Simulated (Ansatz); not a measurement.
CuF (`[F][Cu]`), relaxed with RKS PBE0-D4/def2-TZVP in Ansatz 0.2.0 from a PBE-D4/def2-SVP geometry. The force threshold is 0.005 eV/Å; the program also tests the step.

Charge 0, multiplicity 1.

Start:

```xyz
2

F     0.313   -0.344   -0.737
Cu   -0.313    0.344    0.737
```

Question: How much energy does the relaxation release, and in how many steps? (An estimate is asked.)

Answer: The calculation gave: 0.44 kJ/mol, in 3 steps.

Question: Which bonds change most? (An estimate is asked.)

Answer: The calculation gave: F1–Cu2 from 1.743 to 1.765 Å.

Question: Give the relaxed structure. (Estimate.)

Answer: The calculation gave: 
```xyz
2

F     0.317   -0.348   -0.746
Cu   -0.317    0.348    0.746
```
